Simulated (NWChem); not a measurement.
Program: NWChem. System: In, charge 0, spin multiplicity 2. Its SCF solution wasn't tested for a lower state. Level: UMP2/def2-TZVP with def2 effective core potentials on In, 4 core orbitals frozen.

The NWChem input:

```
start mol
memory heap 200 mb stack 900 mb global 1100 mb
geometry units angstroms nocenter noautoz
  In     0.000000     0.000000     0.000000
  symmetry group D2h
end
basis spherical
  * library def2-tzvp
end
ecp
  In library def2-ecp
end
scf
  uhf
  nopen 1
  maxiter 100
  thresh 1e-7
  semidirect memsize 60000000 filesize 0
  # guess.movecs holds the orbitals of an unrestricted PBE0 run
  vectors input guess.movecs output mol.movecs
end
mp2
  freeze core 4
end
task mp2 energy
```

NWChem printed:

```
             Northwest Computational Chemistry Package (NWChem) 7.3.0
             --------------------------------------------------------

                                NWChem Input Module
                                -------------------

 Scaling coordinates for geometry "geometry" by  1.889725989
 (inverse scale =  0.529177249)

                             Geometry "geometry" -> ""
                             -------------------------

 Output coordinates in angstroms (scale by  1.889725989 to convert to a.u.)

  No.       Tag          Charge          X              Y              Z
 ---- ---------------- ---------- -------------- -------------- --------------
    1 In                  49.0000     0.00000000     0.00000000     0.00000000

 Effective nuclear repulsion energy (a.u.)       0.0000000000

            Nuclear Dipole moment (a.u.)
            ----------------------------
        X                 Y               Z
 ---------------- ---------------- ----------------
     0.0000000000     0.0000000000     0.0000000000

      Symmetry information
      --------------------

 Group name             D2h
 Group number             26
 Group order               8
 No. of unique centers     1

      Symmetry unique atoms

     1


 Summary of "ao basis" -> "" (spherical)
 ------------------------------------------------------------------------------
       Tag                 Description            Shells   Functions and Types
 ---------------- ------------------------------  ------  ---------------------
 *                         def2-tzvp                  on all atoms

 Summary of "ao basis" -> "ao basis" (spherical)
 ------------------------------------------------------------------------------
       Tag                 Description            Shells   Functions and Types
 ---------------- ------------------------------  ------  ---------------------
 In                        def2-tzvp                16       50   6s5p3d2f

                                 NWChem SCF Module
                                 -----------------

  ao basis        = "ao basis"
  functions       =    50
  atoms           =     1
  alpha electrons =    11
  beta  electrons =    10
  charge          =   0.00
  wavefunction    = UHF
  use symmetry    = T
  symmetry adapt  = T

 Summary of "ao basis" -> "ao basis" (spherical)
 ------------------------------------------------------------------------------
       Tag                 Description            Shells   Functions and Types
 ---------------- ------------------------------  ------  ---------------------
 In                        def2-tzvp                16       50   6s5p3d2f

      Symmetry analysis of basis
      --------------------------

        ag         12
        au          2
        b1g         3
        b1u         9
        b2g         3
        b2u         9
        b3g         3
        b3u         9

 Forming initial guess at       0.1s

   Symmetry analysis of molecular orbitals - initial alpha
   -------------------------------------------------------

  Numbering of irreducible representations:

     1 ag          2 au          3 b1g         4 b1u         5 b2g
     6 b2u         7 b3g         8 b3u

  Orbital symmetries:

     1 ag          2 b3u         3 b1u         4 b2u         5 ag
     6 b2g         7 b1g         8 b3g         9 ag         10 ag
    11 b2u        12 b1u        13 b3u        14 b2u        15 b1u
    16 b3u        17 ag         18 b3g        19 b1g        20 ag
[...]
 -----------   ------   -------------------------------------------------------
    1 In  21    21.00   0.40 -0.84  1.58  0.85  1.06  0.94 -0.41  6.37  0.22  0.56  0.25  8.93  1.04  0.04  0.00  0.00

  Mulliken analysis of the alpha density
  --------------------------------------

    Atom       Charge   Shell Charges
 -----------   ------   -------------------------------------------------------
    1 In  21    11.00   0.20 -0.42  0.79  0.42  0.51  0.49 -0.20  3.19  0.21  0.56  0.25  4.45  0.53  0.02  0.00  0.00

   Mulliken analysis of the beta density
   -------------------------------------

    Atom       Charge   Shell Charges
 -----------   ------   -------------------------------------------------------
    1 In  21    10.00   0.20 -0.42  0.79  0.42  0.55  0.45 -0.20  3.18  0.02 -0.00  0.00  4.48  0.51  0.01  0.00  0.00

   Mulliken analysis of the spin density
   -------------------------------------

    Atom       Charge   Shell Charges
 -----------   ------   -------------------------------------------------------
    1 In  21     1.00  -0.00  0.00 -0.00 -0.00 -0.04  0.04 -0.00  0.01  0.19  0.56  0.25 -0.02  0.02  0.01  0.00 -0.00

       Multipole analysis of the density wrt the origin
       ------------------------------------------------

     L   x y z        total         alpha         beta         nuclear
     -   - - -        -----         -----         ----         -------
     0   0 0 0     -0.000000    -11.000000    -10.000000     21.000000

     1   1 0 0      0.000000      0.000000      0.000000      0.000000
     1   0 1 0      0.000000      0.000000      0.000000      0.000000
     1   0 0 1      0.000000      0.000000      0.000000      0.000000

     2   2 0 0    -16.821847     -9.921654     -6.900193      0.000000
     2   1 1 0      0.000000     -0.000000      0.000000      0.000000
     2   1 0 1     -0.000000     -0.000000     -0.000000      0.000000
     2   0 2 0    -23.514025    -17.045531     -6.468495      0.000000
     2   0 1 1      0.000000     -0.000000      0.000000      0.000000
     2   0 0 2    -16.821847     -9.921654     -6.900193      0.000000

                   NWChem MP2 Semi-direct Energy/Gradient Module
                   ---------------------------------------------

  Basis functions       =     50
  Molecular orbitals    =     50
  Frozen core           =      4
  Frozen virtuals       =      0
  Active alpha occupied =      7
  Active beta occupied  =      6
  Active alpha virtual  =     39
  Active beta virtual   =     40
  Use MO symmetry       = T
  Use skeleton AO sym   = T

  AO/Fock/Back tols     =   1.0D-09  1.0D-09  1.0D-09

 GA uses MA = F    GA memory limited = T

 Available:
  local mem=  1.26D+08
 global mem=  1.44D+08
 local disk=  0.00D+00
  mp2_memr nvloc                    39
  nvloc new                    39
   1 passes of   7:        3145728                      18744                   1187797.
   1 passes of   7: M    126143244           G      144174200           F     122997516.

 Semi-direct pass number   1 of   1  for UHF alpha       at        0.6s
  vrange nnbf                  1275
  mp2_eaftype                    10  avail_ma_in_mb                  1099
 EAF : mp2_eaftype filesize          10     593898.
  mp2_eaf for mointskh                     10
Node 0 wrote      2.8 Mb in      0.0 s     Agg I/O rate:  1007.3 Mb/s
 Done moints_semi at        1.4s
  mp2_eaftype                    10  avail_ma_in_mb                  1089
 EAF : mp2_eaftype filesize          10     593898.
  mp2_eaf for kh                    10
 Done maket at        1.4s
 Done multipass loop at        1.4s

 GA uses MA = F    GA memory limited = T

 Available:
  local mem=  1.26D+08
 global mem=  1.44D+08
 local disk=  0.00D+00
  mp2_memr nvloc                    40
  nvloc new                    40
   1 passes of   6:        3145728                      17095                   1044742.
   1 passes of   6: M    126143244           G      144174200           F     122997516.

 Semi-direct pass number   1 of   1  for UHF beta        at        1.5s
  vrange nnbf                  1275
  mp2_eaftype                    10  avail_ma_in_mb                  1099
 EAF : mp2_eaftype filesize          10     522371.
  mp2_eaf for mointskh                     10
Node 0 wrote      2.4 Mb in      0.0 s     Agg I/O rate:  1304.1 Mb/s
 Done moints_semi at        2.3s
  mp2_eaftype                    10  avail_ma_in_mb                  1089
 EAF : mp2_eaftype filesize          10     522371.
  mp2_eaf for kh                    10
 Done maket at        2.3s
 Done multipass loop at        2.3s

          -------------------------------------------
          SCF energy                -189.210033187905
          Correlation energy          -0.248438309617
          Singlet pairs                0.000000000000
          Triplet pairs                0.000000000000
          Total MP2 energy          -189.458471497523
          -------------------------------------------

          ---------------------------------------------------
                    Spin Component Scaled (SCS) MP2
          Same spin pairs                     -0.086495702263
          Same spin scaling factor             0.333333333333
          Opposite spin pairs                 -0.161942607355
          Opposite spin scaling fact.          1.200000000000
          SCS-MP2 correlation energy          -0.223163029580
          Total SCS-MP2 energy              -189.433196217485
          ---------------------------------------------------

 -----------------------
 Performance information
 -----------------------

 Timer overhead =  1.37D-07 seconds/call

               Nr. of calls         CPU time (s)                 Wall time (s)                GFlops
             ---------------    -------------------     ------------------------------   -------------------
Name         Min   Avg   Max    Min     Avg     Max     Min     Avg     Max   Mx/calls   Min     Max     Sum
mp2: moin     2     2     2    1.7     1.7     1.7      1.7     1.7     1.7    0.83      0.0     0.0     0.0
mp2: make     2     2     2   3.81E-2 3.81E-2 3.81E-2  3.81E-2 3.81E-2 3.81E-2 1.90E-2   0.0     0.0     0.0
mp2: tota     1     1     1    1.8     1.8     1.8      1.8     1.8     1.8     1.8      0.0     0.0     0.0

 The average no. of pstat calls per process was 5.00D+00
 with a timing overhead of 6.84D-07s

 Task  times  cpu:        2.3s     wall:        2.3s

 Total times  cpu:        2.3s     wall:        2.3s
```
